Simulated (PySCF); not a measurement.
# Finite-field polarisability of Ge (germanium, neutral)

[Ar] 3d10 4s2 4p2, high-spin 3P determinant. Calculation: PySCF 2.14, in aug-cc-pVTZ-DK (7s6p4d2f, 59 functions); the spin-free X2C one-electron Hamiltonian (Gaussian nucleus). Frozen: [Ar] 3d10. Energy changes in a uniform field (μhartree):

```tsv
axis	F (au)	HF	MP2	CCSD	CCSD(T)
x	0.0025	-103.829	-103.807	-103.154	-103.363
x	0.005	-415.469	-415.385	-412.775	-413.615
y	0.0021	-99.857	-99.126	-98.809	-99.014
y	0.0042	-400.032	-397.093	-395.831	-396.655
```

By symmetry the remaining axis equals y.

(1) Derive α along x at CCSD(T) from the two fields.

(2) And the mean polarisability at each level?

Answers

(1) With ΔE = −αF²/2 − γF⁴/24, α = −(16 ΔE(F) − ΔE(2F))/(6F²) = 33.07 bohr³.

(2) The components xx, yy, zz at CCSD(T) are 33.07, 44.88, 44.88, the third axis being equal by symmetry to one of the two computed. Means: HF 41.25, MP2 41.03, CCSD 40.86, CCSD(T) 40.95 bohr³. Reference: 40 ± 1 bohr³ (recommended; Schwerdtfeger and Nagle, table of static dipole polarizabilities (2023 update)).
